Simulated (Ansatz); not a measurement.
Gas-phase electronic energies from Ansatz, PBE0-D4/def2-TZVP geometries. CCSD(T)/CBS is the MP2 limit (def2-TZVPP, def2-QZVPP) plus CCSD(T) − MP2 in def2-TZVPP, frozen cores. This one scheme is used for every species. Functionals use def2-TZVPP. B3LYP here is the variant with VWN-RPA as its local correlation; programs differ in this. HSE06 is defined as in plane-wave codes. For Se outer-core shells are correlated without core-valence functions, which leaves a few kJ/mol of doubt a bond. Scalar relativity is left out up to krypton. Each species was taken in one conformer, which may not be the lowest.

Consider the ligand exchange at the Si–Se bond: `F[SiH](F)[SeH]` + H₂S → `F[SiH](F)S` + H₂Se.

```
             level  ΔE (kcal/mol)  difference from CCSD(T)/CBS
       LDA (SPW92)           -0.7                         -0.8
            PBE-D4           -0.3                         -0.4
         revPBE-D4           -0.5                         -0.6
           BLYP-D4           -0.4                         -0.5
         r2SCAN-D4           -0.6                         -0.7
            B97M-V           -1.5                         -1.6
           PBE0-D4           -0.4                         -0.5
          B3LYP-D4           -0.4                         -0.5
        r2SCANh-D4           -0.6                         -0.7
        r2SCAN0-D4           -0.5                         -0.6
          BHLYP-D4           -0.3                         -0.4
      CAM-B3LYP-D4           -0.7                         -0.8
           ωB97M-V           -0.6                         -0.7
            B2PLYP           -0.6                         -0.7
          PBE-QIDH           -0.4                         -0.5
               PBE           -0.5                         -0.6
            revPBE           -0.4                         -0.5
              BLYP           -0.6                         -0.7
            r2SCAN           -0.7                         -0.8
              PBE0           -0.5                         -0.6
             B3LYP           -0.6                         -0.7
           r2SCAN0           -0.6                         -0.7
             HSE06           -0.4                         -0.5
             BHLYP           -0.7                         -0.8
         CAM-B3LYP           -0.8                         -0.9
           LC-ωPBE           -0.7                         -0.8
RPA@PBE/def2-TZVPP           -0.4                         -0.5
       HF/def2-SVP           -0.9                         -1.0
      MP2/def2-SVP           -0.8                         -0.9
     CCSD/def2-SVP           -1.0                         -1.1
  CCSD(T)/def2-SVP           -1.0                         -1.1
     HF/def2-TZVPP           -0.7                         -0.8
    MP2/def2-TZVPP           -0.3                         -0.4
SCS-MP2/def2-TZVPP           -0.4                         -0.5
CCSD(T)/def2-TZVPP           -0.5                         -0.6
     HF/def2-QZVPP           -0.6                         -0.7
    MP2/def2-QZVPP            0.1                          0.0
SCS-MP2/def2-QZVPP           -0.1                         -0.2
     MP2/CBS(def2)            0.3                          0.2
    CCSD/CBS(def2)            0.1                          0.0
       CCSD(T)/CBS            0.1                            0
```

Largest T1 diagnostic among the species: 0.012.

At CCSD(T), def2-SVP lies −1.1 kcal/mol from the extrapolated value and def2-TZVPP −0.6 kcal/mol. Leaving LDA and LC-ωPBE aside and taking each functional with its dispersion term where it has one, the values spread over 1.2 kcal/mol, from B97M-V to BHLYP-D4.
